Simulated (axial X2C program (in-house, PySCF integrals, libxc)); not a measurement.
HGdH: the levels of the configuration f8 s0

Computed with an axial X2C code built on PySCF integrals: two-component X2C with atomic mean-field Coulomb and Gaunt terms, basis H dyall-v3z, Gd dyall-v3z (cores contracted in-house). Orbitals come from Hartree–Fock averaged over the configuration Gd f8 s0; CI then distributes these electrons over the f, s shells of Gd.

H–Gd–H held linear, both bonds 2.259 Å (near the minimum of the configuration average).

Active spinors (ω > 0):

| shell | ω | ε (eV) | character |
| --- | --- | --- | --- |
| f | 5/2 | -0.47 | 100% Gd f |
| f | 3/2 | -0.32 | 100% Gd f |
| f | 1/2 | -0.23 | 100% Gd f |
| f | 7/2 | 0.13 | 100% Gd f |
| f | 5/2 | 0.26 | 100% Gd f |
| f | 3/2 | 0.35 | 100% Gd f |
| f | 1/2 | 0.41 | 100% Gd f |
| s | 1/2 | 2.02 | 80% Gd s, 17% Gd d |

Lowest levels of this model:

```json
{"Ω": "6", "energy (cm⁻¹)": "0", "g∥": "17.96", "configuration": "100% f8"}
{"Ω": "5", "energy (cm⁻¹)": "403", "g∥": "14.30", "configuration": "100% f8"}
{"Ω": "4", "energy (cm⁻¹)": "812", "g∥": "10.71", "configuration": "100% f8"}
{"Ω": "3", "energy (cm⁻¹)": "1226", "g∥": "7.23", "configuration": "100% f8"}
{"Ω": "2", "energy (cm⁻¹)": "1638", "g∥": "3.98", "configuration": "100% f8"}
{"Ω": "1", "energy (cm⁻¹)": "2009", "g∥": "1.34", "configuration": "100% f8"}
{"Ω": "0", "energy (cm⁻¹)": "2190", "g∥": "0.00", "configuration": "100% f8"}
{"Ω": "5", "energy (cm⁻¹)": "2372", "g∥": "15.64", "configuration": "100% f8"}
{"Ω": "4", "energy (cm⁻¹)": "2494", "g∥": "11.87", "configuration": "100% f8"}
{"Ω": "3", "energy (cm⁻¹)": "2631", "g∥": "8.12", "configuration": "100% f8"}
{"Ω": "2", "energy (cm⁻¹)": "2775", "g∥": "4.45", "configuration": "100% f8"}
{"Ω": "1", "energy (cm⁻¹)": "2913", "g∥": "1.13", "configuration": "100% f8"}
{"Ω": "0", "energy (cm⁻¹)": "3000", "g∥": "0.00", "configuration": "100% f8"}
{"Ω": "0", "energy (cm⁻¹)": "3458", "g∥": "0.00", "configuration": "100% f8"}
{"Ω": "1", "energy (cm⁻¹)": "3666", "g∥": "3.14", "configuration": "100% f8"}
{"Ω": "0", "energy (cm⁻¹)": "3886", "g∥": "0.00", "configuration": "100% f8"}
{"Ω": "2", "energy (cm⁻¹)": "3890", "g∥": "6.37", "configuration": "100% f8"}
{"Ω": "3", "energy (cm⁻¹)": "4039", "g∥": "9.61", "configuration": "100% f8"}
{"Ω": "4", "energy (cm⁻¹)": "4084", "g∥": "13.35", "configuration": "100% f8"}
{"Ω": "1", "energy (cm⁻¹)": "4435", "g∥": "4.06", "configuration": "100% f8"}
{"Ω": "0", "energy (cm⁻¹)": "4520", "g∥": "0.00", "configuration": "100% f8"}
{"Ω": "2", "energy (cm⁻¹)": "4847", "g∥": "7.37", "configuration": "100% f8"}
{"Ω": "0", "energy (cm⁻¹)": "5276", "g∥": "0.00", "configuration": "100% f8"}
{"Ω": "3", "energy (cm⁻¹)": "5313", "g∥": "10.98", "configuration": "100% f8"}
{"Ω": "0", "energy (cm⁻¹)": "6298", "g∥": "0.00", "configuration": "100% f8"}
```

g∥ is the magnitude of 2⟨Lz + ge Sz⟩ for the +Ω component.

Problem. From Ω and g∥ of the lowest level, whose 2⟨Lz + ge Sz⟩ is positive, find ⟨Sz⟩ and ⟨Lz⟩ (ge = 2.0023).

Solution. Ω = ⟨Lz⟩ + ⟨Sz⟩ = 6 and ⟨Lz⟩ + ge⟨Sz⟩ = 8.980, so ⟨Sz⟩ = 2.97 and ⟨Lz⟩ = 3.03.

Occupations of the active spinors in the lowest level by ω, shell by shell in order of energy: -7/2: 0.00; -5/2: 0.94 0.06; -3/2: 0.83 0.17; -1/2: 0.69 0.31 0.00; 1/2: 0.45 0.55 0.00; 3/2: 0.30 0.71; 5/2: 1.00 1.00; 7/2: 1.00. The leading determinant has weight 0.21 among 450.

This point took 2.2 s on 1 thread of Arm Neoverse V2, on a shared host.

Dynamic correlation is missing, so gaps between terms are too wide and other configurations may lie lower; the lowest level listed is that of this model, not necessarily the ground state. At most 4 roots were kept for each Ω > 0 (twice that for Ω = 0) within 2.2 eV of the lowest, so higher up levels can be missing between those listed; levels with Ω > 0 are doubly degenerate and listed once, Ω = 0 levels singly. States that fill the shells left empty in the average are placed too high. The molecule was held linear; bending was not examined.
